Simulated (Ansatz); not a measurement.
Isolated molecules relaxed with PBE0-D4/def2-TZVP in Ansatz; ΔE leaves out vibrations. CCSD(T)/CBS adds triple-zeta CCSD(T) − MP2 to the extrapolated MP2 energy (def2 sets, frozen cores). Each species was taken in one conformer, which may not be the lowest.

Consider the formal exchange of groups at a B–H bond: `BS[SiH3]` + `CC1(C)CO1` → `CBS[SiH3]` + `CC1CO1`.

| species | CCSD(T)/CBS(def2) energy (Eh) |
| --- | --- |
| `BS[SiH3]` | -714.68055 |
| `CC1(C)CO1` | -232.16323 |
| `CBS[SiH3]` | -753.96029 |
| `CC1CO1` | -192.89474 |

**Question.** Work out ΔE.

**Answer.** ΔE = (-753.96029) + (-192.89474) − (-714.68055) − (-232.16323) = -0.01125 Eh = -7.1 kcal/mol.

Largest T1 diagnostic among the species: 0.014.
